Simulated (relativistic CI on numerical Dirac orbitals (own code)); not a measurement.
**Cs14+: q coefficients and field-shift factors**

Computed by Dirac-Coulomb-Breit CI, separate exchange-only KLI orbitals for each configuration, derivatives by finite differences, unscaled Slater integrals, QED left out (own radial code, finite nucleus).

Configuration list (outside the closed core [Ar] 3d10): 4s2.4p6.4d5, 4s2.4p5.4d6, 4s2.4p4.4d7, 4s.4p6.4d6, 4s2.4p6.4d4.5s, 4s2.4p6.4d4.5p, 4p6.4d7, 4s2.4p6.4d3.5s2. Levels of other configurations are missing.

With x = (α/α₀)² − 1 an excitation energy changes as ω = ω₀ + qx; K = 2q/ω₀ is the relative enhancement. Terms are leading LS components, so labels can repeat. The field-shift factor is F = δν/δ⟨r²⟩ for the transition from the lowest level.

Lowest level 4s2.4p6.4d5 6S_5/2.

```csv
Level,ω₀ (cm⁻¹),q (cm⁻¹),K,F (GHz/fm²)
4s2.4p6.4d5 4G_5/2,40175.4,-17400,-0.866,-0.172
4s2.4p6.4d5 4P_3/2,51126.9,-3168,-0.124,-0.0425
4s2.4p6.4d5 4G_7/2,51782.2,-2649,-0.102,0.0664
4s2.4p6.4d5 4G_5/2,53740.1,3823,0.142,0.102
4s2.4p6.4d5 4G_11/2,54651.7,1538,0.0563,0.158
4s2.4p6.4d5 4G_9/2,56470.5,4743,0.168,0.186
4s2.4p6.4d5 4P_1/2,56881.5,3552,0.125,0.0371
4s2.4p6.4d5 4D_7/2,66084.4,10480,0.317,0.173
4s2.4p6.4d5 4D_5/2,69264.0,6535,0.189,0.131
4s2.4p6.4d5 4D_1/2,73197.5,18020,0.492,0.231
4s2.4p6.4d5 4D_3/2,75001.8,17800,0.475,0.248
4s2.4p6.4d5 2I_11/2,79448.8,7236,0.182,0.336
4s2.4p6.4d5 2F_7/2,80013.0,-481.1,-0.012,0.0112
4s2.4p6.4d5 2D_3/2,81204.1,7149,0.176,0.177
4s2.4p6.4d5 2G_9/2,84224.3,5336,0.127,0.204
4s2.4p6.4d5 2F_5/2,84982.0,18300,0.431,0.313
4s2.4p6.4d5 2I_13/2,86988.3,13740,0.316,0.44
4s2.4p6.4d5 4F_5/2,93282.1,21500,0.461,0.312
4s2.4p6.4d5 2H_9/2,96798.6,13960,0.288,0.382
4s2.4p6.4d5 2G_7/2,100470.9,18910,0.376,0.382
4s2.4p6.4d5 2D_3/2,102009.6,24850,0.487,0.324
4s2.4p6.4d5 2F_5/2,104574.3,15350,0.294,0.318
4s2.4p6.4d5 2F_7/2,104802.1,25810,0.493,0.368
```

At this charge energies of transitions that change n are usually good to better than 1 %, and those within a shell (Δn = 0) to a few per cent. Terms inside the open d or f shell come out 10 to 20 % too wide with unscaled integrals. Levels and lines within the n = 5 or 6 shells can be off by up to 10 % or somewhat more, and those that change n by about 2 %, since core polarisation is missing.
